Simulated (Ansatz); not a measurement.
CsBr, SMILES [Cs][Br].

Geometry optimised at B3LYP-D3(BJ)/def2-TZVPD. The def2 effective core potentials stand for the cores of Cs; spin–orbit coupling is left out.

Two levels are set side by side: PBE/def2-TZVPD (Ansatz, a first-principles code) and ωB97X-V/def2-TZVPD (Ansatz). Energy differences of separate SCF runs at the same geometry; the states with an electron removed or added have multiplicity 2 and 2. Differences are taken from unrounded values.

| quantity | ωB97X-V | PBE | PBE minus ωB97X-V |
|---|---|---|---|
| vertical ionisation energy (eV) | 8.02 | 8.11 | 0.09 |
| vertical electron affinity (eV) | 0.40 | 0.55 | 0.15 |
| vertical singlet–triplet gap (eV) | 4.59 | 4.37 | -0.22 |
